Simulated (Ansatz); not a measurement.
Reaction (hydrogenolysis of the Sn–N bond): `[NH2][SnH]([OH])[Cl]` + H₂ → `[OH][SnH2][Cl]` + NH₃

Program: Ansatz. Geometries: PBE0-D4/def2-TZVP. ΔE: electronic, gas phase. CBS: MP2 limit from def2 TZ/QZ plus the TZ coupled-cluster correction, frozen cores. This one scheme is used for every species. Elements past krypton have def2 core potentials. For Sn outer-core shells are correlated without core-valence functions, which leaves a few kJ/mol of doubt a bond. One conformer a species, not always the lowest.

```csv
species,CCSD(T)/def2-TZVPP energy (Eh)
`[NH2][SnH]([OH])[Cl]`,-805.66771
H₂,-1.17233
`[OH][SnH2][Cl]`,-750.36889
NH₃,-56.47595
```

(1) Work out ΔE.

Largest T1 diagnostic among the species: 0.013.

Results:

(1) ΔE = (-750.36889) + (-56.47595) − (-805.66771) − (-1.17233) = -0.00480 Eh = -0.13 eV. CCSD(T)/CBS gives -0.09 eV.

From BLYP to BHLYP (50 % exact exchange), in def2-TZVPP and without D4, ΔE moves by −0.07 eV. At CCSD(T), def2-SVP lies −0.14 eV from the extrapolated value and def2-TZVPP −0.04 eV.
